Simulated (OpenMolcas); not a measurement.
## Cr4+, Mo4+, W4+: d² down the group

```
Program             : OpenMolcas
Method              : SS-RASPT2, IPEA 0.25 Eh, imaginary shift 0.1 Eh
Basis               : ANO-R2
Scalar Hamiltonian  : X2C, finite nucleus
Spin-orbit coupling : RASSI with atomic mean-field integrals over the reference wave functions, term energies averaged over their components
```

Active space for each ion: 8 electrons in 8 orbitals (RAS1 p, at most 2 holes; RAS2 d); closed shells correlated by CASPT2: Cr4+ 3s; Mo4+ 4s; W4+ 5s.

Computed levels in cm-1 above ³F₂:

| Level | Cr4+ | Mo4+ | W4+ |
| --- | --- | --- | --- |
| ³F₃ | 541 | 1670 | 7360 |
| ³F₄ | 1229 | 3540 | 13190 |
| ¹D₂ | 13590 | 10120 | 14600 |
| ³P₀ | 16030 | 11480 | 13480 |
| ³P₁ | 16230 | 12170 | 17780 |
| ³P₂ | 16650 | 13760 | 24820 |
| ¹G₄ | 22860 | 16580 | 24190 |
| ¹S₀ | 51700 | 37370 | 44830 |
| weight of ³F in the lowest level (%) | 100 | 98 | 87 |

Mixed levels, with the weight of the term that names them: W4+ ¹D₂ (57 %), W4+ ³P₂ (67 %).

Measured, with the error of the calculation in %. Measured levels: Cr4+ from Sugar and Corliss, J. Phys. Chem. Ref. Data 6, 317 (1977); Mo4+ from Sugar and Musgrove, J. Phys. Chem. Ref. Data 17, 155 (1988); W4+ from the list in J. Phys. B 45, 065001 (2012).

```
Level          Cr4+          Mo4+            W4+
  ³F₃    508 (+6.5)   1578 (+5.8)               
  ³F₄   1142 (+7.7)   3357 (+5.4)  11519 (+14.5)
  ¹D₂  13188 (+3.0)  10190 (-0.6)   13742 (+6.2)
  ³P₀  15492 (+3.5)  11161 (+2.9)   12839 (+5.0)
  ³P₁  15677 (+3.5)  11807 (+3.1)   16331 (+8.9)
  ³P₂  16041 (+3.8)  13408 (+2.6)   22615 (+9.7)
  ¹G₄  22019 (+3.8)  16354 (+1.4)   22346 (+8.2)
  ¹S₀  51146 (+1.1)  37738 (-1.0)   43110 (+4.0)
```

The fine-structure level ³F₄ changes by a factor of 10.7 from Cr4+ to W4+.

Without spin-orbit coupling ¹D lies 12940, 8380, 6950 cm-1 above ³F in that order; the difference to the level ¹D₂, of either sign, comes from spin-orbit coupling, which also lowers the zero.

Term energies are means over components that CASPT2 splits; among the terms shown or strongly mixed into the levels shown the widest spread is 370 cm-1 (4d² ¹G, Mo4+). Active for correlation alone: 3p; no level in the range computed is led by a configuration that opens it, so any true level of that kind is missing (holds for Cr4+). Active for correlation alone: 4p; no level in the range computed is led by a configuration that opens it, so any true level of that kind is missing (holds for Mo4+). Active for correlation alone: 5p; no level in the range computed is led by a configuration that opens it, so any true level of that kind is missing (holds for W4+). Measured partners are found by configuration, term and J. A level has none where our copy of the source lacks it or the pairing is in doubt (some pairs that miss far off the trend of their configuration count as doubtful), and it then counts in no deviation. Levels of configurations outside the active space are missing.
